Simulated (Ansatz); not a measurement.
Reactions of C4N4Si, SMILES `N#C[Si](C#N)(C#N)C#N`.

Isolated molecules relaxed with PBE0-D4/def2-TZVP in Ansatz; ΔE leaves out vibrations. CBS: MP2 limit from def2 TZ/QZ plus the TZ coupled-cluster correction, frozen cores. This one scheme is used for every species. Functionals use def2-TZVPP. For Ga outer-core shells are correlated without core-valence functions, which leaves a few kJ/mol of doubt a bond. Scalar relativity is left out up to krypton. Each species was taken in one conformer, which may not be the lowest.

```csv
reaction,CCSD(T)/CBS(def2) (kcal/mol)
`N#C[Si](C#N)(C#N)C#N` + `[CH3][GaH][Cl]` → `[CH3][Ga]([Cl])[C]#N` + `N#C[SiH](C#N)C#N`,-10.0
`N#C[Si](C#N)(C#N)C#N` + `OBO` → `N#COBO` + `N#C[SiH](C#N)C#N`,?
`N#C[Si](C#N)(C#N)C#N` + `CCCC` → `N#C[SiH](C#N)C#N` + `CCCCC#N`,2.2
`N#C[Si](C#N)(C#N)C#N` + H₂O → `N#CO` + `N#C[SiH](C#N)C#N`,24.2
```

Question: Fill in the missing values. (Estimate.)

Answer: The calculation gave: `N#C[Si](C#N)(C#N)C#N` + `OBO` → `N#COBO` + `N#C[SiH](C#N)C#N`: +26.1 kcal/mol.

Largest T1 diagnostic: 0.015, for `N#C[Si](C#N)(C#N)C#N`.
